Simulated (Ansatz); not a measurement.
Cost and result for the atomization energy of `C=C[N]([GeH3])[Si](C)(C)C` (23 atoms, 22 bonds).

```tsv
atom	x (Å)	y (Å)	z (Å)
C1	-0.181	2.040	2.345
C2	0.145	1.420	1.208
N3	-0.324	0.207	0.723
Ge4	-1.562	-0.683	1.775
Si5	0.314	-0.325	-0.824
C6	-0.435	-1.965	-1.305
C7	2.172	-0.507	-0.690
C8	-0.097	0.952	-2.128
H9	0.276	2.990	2.586
H10	-0.894	1.642	3.059
H11	0.873	1.910	0.562
H12	-2.803	0.207	1.962
H13	-1.937	-1.983	1.059
H14	-0.937	-0.985	3.148
H15	-1.520	-1.912	-1.420
H16	-0.015	-2.262	-2.271
H17	-0.206	-2.757	-0.588
H18	2.652	0.429	-0.392
H19	2.434	-1.265	0.053
H20	2.602	-0.810	-1.649
H21	-1.179	1.060	-2.236
H22	0.314	0.661	-3.099
H23	0.311	1.934	-1.878
```

Charge 0, multiplicity 1. Correlated methods include outer-core shells of Ge, which these sets cover unevenly. Scalar relativity is left out up to krypton. The geometry is a stationary point of PBE0-D4/def2-TZVP. It is one conformer, not always the lowest. Program: Ansatz. All runs use 4 threads of an AMD EPYC 7R13 on a shared host and a share of an NVIDIA H100 80 GB. Times are those of one run each, without the atoms' runs, and a repeat can differ threefold. Electronic energies, without spin–orbit coupling; frozen cores. CCSD(T)/CBS adds CCSD(T) − MP2 in def2-TZVPP to the MP2 limit, and its time is that of the two runs behind it. T1 = 0.011. With those shells the extrapolation isn't a true limit. HSE06 is the plane-wave form, built on full-range PBE exchange.

CCSD(T)/CBS is a level of theory with its own doubt, some kJ/mol a heavy atom from the limit and from the frozen cores, so smaller differences don't rank the functionals.

```tsv
level	functions	wall time
BLYP-D4/def2-TZVPP	486	3.4 s
PBE-D4/def2-TZVPP (with forces)	486	3.8 s
B2PLYP/def2-TZVPP	486	3.9 s
CCSD(T)/def2-SVP	209	4.1 s
PBE-QIDH/def2-TZVPP	486	4.2 s
r2SCANh-D4/def2-TZVPP	486	4.4 s
BHLYP-D4/def2-TZVPP	486	4.8 s
HSE06-D4/def2-TZVPP	486	5.5 s
B97M-V/def2-TZVPP	486	6 s
ωB97M-V/def2-TZVPP (with forces)	486	6 s
MP2/def2-QZVPP	951	9.5 s
CCSD(T)/def2-TZVPP	486	67 s
CCSD(T)/CBS(def2)	–	76 s
```

(1) What atomization energy does each give, and how far from CCSD(T)/CBS? (An estimate is asked.)

Results:

(1) Ansatz gave: 
```csv
level,atomization (kcal/mol),difference from CCSD(T)/CBS,per bond
BLYP-D4/def2-TZVPP,2050.8,-11.0,-0.5
PBE-D4/def2-TZVPP (with forces),2087.6,25.8,1.2
B2PLYP/def2-TZVPP,2037.1,-24.7,-1.1
CCSD(T)/def2-SVP,1956.4,-105.4,-4.8
PBE-QIDH/def2-TZVPP,2051.5,-10.3,-0.5
r2SCANh-D4/def2-TZVPP,2055.5,-6.3,-0.3
BHLYP-D4/def2-TZVPP,2019.7,-42.1,-1.9
HSE06-D4/def2-TZVPP,2066.0,4.2,0.2
B97M-V/def2-TZVPP,2069.6,7.8,0.4
ωB97M-V/def2-TZVPP (with forces),2064.2,2.4,0.1
MP2/def2-QZVPP,2058.2,-3.6,-0.2
CCSD(T)/def2-TZVPP,2015.9,-45.9,-2.1
CCSD(T)/CBS(def2),2061.8,0.0,0.0
```

From BLYP to BHLYP (50 % exact exchange), in def2-TZVPP and without D4, the atomization energy moves by −17.3 kcal/mol: exact exchange takes away binding that semilocal exchange gives to molecules. The D4 term adds +24.7 kcal/mol with B3LYP and +13.4 kcal/mol with PBE0; it sums over pairs of atoms, weighted by their polarisabilities, and B3LYP, whose exchange is more repulsive, gets the larger term. Leaving LDA and LC-ωPBE aside and taking each functional with its dispersion term where it has one, the values spread over 67.9 kcal/mol, from BHLYP-D4 to PBE-D4. LDA lies +257.1 kcal/mol from PBE without D4, its usual overbinding.

B3LYP here is the variant with VWN-RPA as its local correlation; programs differ in this.

For some Ge, Se and Sn compounds the MP2-based and the directly extrapolated limit differ by 10 to 25 kJ/mol.
